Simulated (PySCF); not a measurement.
F4H2OTi, multiplicity 1. Atoms are numbered in the order given.

```xyz
8

Ti    -0.2391     0.0096     0.0000
F      0.1745    -0.7818     1.5091
F      0.1745    -0.7818    -1.5091
F     -0.1649     1.7400     0.0000
F     -1.9504    -0.2500     0.0000
O      2.0475     0.1387     0.0000
H      2.3884    -0.3291    -0.7733
H      2.3884    -0.3291     0.7733
```

Geometry: PBE0-D3(BJ)/def2-SVP. The multiplicity is an assumed one; other spin states were not compared.

Level of theory: ωB97X/def2-TZVP (PySCF).

Gas-phase values at a fixed geometry.

Computed frontier levels, gap, dipole moment and polarisability:
| Item | Result |
|---|---|
| highest occupied level | -13.46 eV |
| lowest empty level | -0.21 eV |
| orbital gap | 13.25 eV |
| dipole moment | 4.19 D |
| quadrupole, principal values (traceless, Buckingham form, about the centre of nuclear charge) | -7.69, -3.01, 10.70 D·Å |
| mean static polarisability | 36.9 bohr³ (5.47 Å³) |
| polarisability, principal values | 35.0, 36.4, 39.3 bohr³ |
